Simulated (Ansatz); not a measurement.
The cluster Na₂Te, relaxed as a quintet with UKS r2SCAN-D4/def2-TZVP in Ansatz, starting from the r2SCAN-D4/def2-TZVP geometry of the neutral singlet. Force threshold 0.02 eV/Å.

In the def2 sets Te takes a core potential; there is no spin–orbit coupling. In the quintet geometry the species has come apart into loosely held pieces. At r2SCAN-D4/def2-TZVP a singlet of charge 0 lies 4.18 eV below the quintet, each at its own geometry. The structure comes from a short search, and lower isomers may exist.

Start:

```csv
atom,x (Å),y (Å),z (Å)
Na1,0.492,-1.351,1.717
Na2,0.011,0.463,-2.191
Te3,-0.504,0.888,0.474
```

```tsv
step	energy (eV)	largest force component (eV/Å)	SCF passes
1	-16123.6756	1.539	19
2	-16124.2033	0.857	26
3	-16124.5040	0.488	28
4	-16124.6858	0.302	22
5	-16124.8076	0.183	26
6	-16124.8713	0.083	23
7	-16124.9011	0.043	24
8	-16124.9180	0.019	29
9	-16124.9262	0.014	29
10	-16124.9309	0.014	38
11	-16124.9375	0.017	28
12	-16124.9375	0.016	32
13	-16124.9442	0.016	28
14	-16124.9509	0.017	29
```

Force components are those of the run's own axes.

End:

```xyz
3

Na    0.683   -2.138    3.575
Na   -0.254    1.370   -3.927
Te   -0.429    0.768    0.352
```

Bonds lost: Na1–Te3, Na2–Te3 (atoms count from 1). The end holds 3 separate pieces.

The force fell under the threshold at step 8, but the optimiser went on and released 0.033 eV more. No frequencies were taken in this run, so the end may be a saddle point.

Run time 35 s (4 threads of Arm Neoverse V2 on a shared host).
